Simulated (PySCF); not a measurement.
**Name the molecule from its bond curve**

A diatomic of charge 0 contains Ca. Its doublet curve at UHF-CCSD in a triple-zeta basis (no relativity, PySCF), in eV from the separated fragments:

(R (Å), E (eV)): (1.793, -1.451), (1.873, -1.581), (1.932, -1.636), (1.992, -1.662), (2.052, -1.664), (2.131, -1.635), (2.231, -1.561), (2.351, -1.435)

The fit gives ωe = 1304 cm⁻¹ and the rotational constant Bₑ = 4.179 cm⁻¹.

Problem. Which atom is the partner?

Solution. The minimum lies at 2.026 Å, so the reduced mass is 16.8576 u Å² cm⁻¹/(Bₑ·Re²) = 0.9828 u. With Ca at 39.96 u the partner weighs about 1.0 u: H. The molecule is CaH.

Correlated steps freeze 5 core orbitals. The state is the lowest determinant that a PBE0 search found; another state may lie lower at other levels.
